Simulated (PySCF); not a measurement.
rhodium atom (Rh), quartet (core potentials on Rh). Base run: PBE0/def2-SV(P) run with PySCF.

Here is a job for PySCF.
```python
from pyscf import gto, scf, dft

mol = gto.Mole()
mol.atom = '''
    Rh    0.000000    0.000000    0.000000
'''
mol.basis = 'def2-sv(p)'
mol.ecp = {'Rh': 'def2-sv(p)'}
mol.charge = 0
mol.spin = 3
mol.verbose = 4
mol.build()

mf = dft.UKS(mol)
mf.xc = 'pbe0'
mf.kernel()
```

The base run was repeated with changes; each row names its change, and settings that it needs were set with it.

```
change                                                                                                                                basis functions       E (Eh)  HOMO (eV)
------------------------------------------------------------------------------------------------------------------------------------  ---------------  -----------  ---------
base                                                                                                                                               24   -110.44872      -5.30
basis = ANO-RCC-VDZP; relativity = none (without mol.ecp = {'Rh': 'def2-sv(p)'})                                                                   43  -4595.66980      -4.55
basis = x2c-TZVPall; relativity = spin-free X2C; nucleus = Gaussian (with mol.nucmod = 'G'; without mol.ecp = {'Rh': 'def2-sv(p)'})                63  -4783.27378      -5.30
basis = x2c-TZVPall; relativity = spin-free X2C (without mol.ecp = {'Rh': 'def2-sv(p)'})                                                           63  -4783.34697      -5.30
basis = x2c-TZVPall; relativity = none (without mol.ecp = {'Rh': 'def2-sv(p)'})                                                                    63  -4625.53070      -4.76
basis = ANO-RCC-VDZP; relativity = spin-free X2C (without mol.ecp = {'Rh': 'def2-sv(p)'})                                                          43  -4783.23400      -5.29
basis = ANO-RCC-VDZP; relativity = spin-free X2C; nucleus = Gaussian (with mol.nucmod = 'G'; without mol.ecp = {'Rh': 'def2-sv(p)'})               43  -4783.14661      -5.29
basis = cc-pVTZ-DK; relativity = spin-free X2C; nucleus = Gaussian (with mol.nucmod = 'G'; without mol.ecp = {'Rh': 'def2-sv(p)'})                 77  -4783.15082      -5.31
basis = cc-pVTZ-DK; relativity = none (without mol.ecp = {'Rh': 'def2-sv(p)'})                                                                     77  -4594.19290      -4.49
basis = cc-pVTZ-DK; relativity = spin-free X2C (without mol.ecp = {'Rh': 'def2-sv(p)'})                                                            77  -4783.24805      -5.31
```

Absolute energies of different levels of theory aren't comparable as measures of quality.

Open shells are given as the SCF converged; they aren't shown to be the lowest states, and a large step between rows can be another state.

Basis sets contracted for a relativistic Hamiltonian are a mismatch without it, so the rows without relativity aren't non-relativistic limits. No row has spin-orbit coupling; sets with core potentials leave out the core electrons.
